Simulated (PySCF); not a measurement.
Molecule: C6H16Si, SMILES CC[SiH2]C(C)(C)C. Atoms near the plane z = 0.0 Å, at the GFN2-xTB optimised geometry (x, y, z in Å): C1 (2.7, -1.4, 0.0), C2 (1.2, -1.4, 0.0), Si3 (0.5, 0.4, 0.0), C4 (-1.5, 0.4, 0.0), C5 (-2.0, 1.8, 0.0), H8 (3.1, -0.8, -0.9), H9 (3.1, -0.9, 0.9), H10 (3.1, -2.4, 0.0), H11 (0.8, -1.9, -0.9), H12 (0.8, -1.9, 0.9), H15 (-1.6, 2.4, 0.9), H16 (-1.6, 2.4, -0.9), H17 (-3.0, 1.9, 0.0).

Calculation: PySCF with PBE/def2-SVP. Cells within 0.4 Å of a nucleus heavier than hydrogen are left out (blank, or x). The values are rescaled to run from 0 to 1.

```
|11111111111111111111111111111|
|11111111111111111111111111111|
|11111111111111111111111111111|
|11111111111111111111111111111|
|11111111111111111111111111111|
|11111111111111111111111111111|
|11111111001111111111111111111|
|11111111001111111111111111111|
|11111113122101111111111111111|
|111110497xx000011111111111111|
|111110265x4000001111111111111|
|11111111156211001111111111111|
|1111110003x4431x1000111111111|
|1111110001xx651xx000111111111|
|11111100013233111100001111111|
|11111100000011125410001111111|
|11111110000000136521022101111|
|11111110000000014x56xx2001111|
|11111111111111003x56xx3001111|
|11111111111111012101288211111|
|11111111111111111000158111111|
|11111111111111111000111011111|
|11111111111111111111111111111|
|11111111111111111111111111111|
|11111111111111111111111111111|
|11111111111111111111111111111|
|11111111111111111111111111111|
|11111111111111111111111111111|
|11111111111111111111111111111|
```
Scale: ten equal steps from 0.000 (start of '0') to 1.00 (end of '9'), in the order '0123456789'; x runs from -5.50 to 5.50, y from -5.50 (bottom) to 5.50 (top).

Q: Which quantity is mapped?
(A) log10 of the electron density
(B) an orbital amplitude
(C) electron localisation function
(D) deformation density (molecule minus spherical neutral atoms)

A: D, deformation density (molecule minus spherical neutral atoms). In full: deformation density (molecule minus spherical neutral atoms) (e/bohr³).
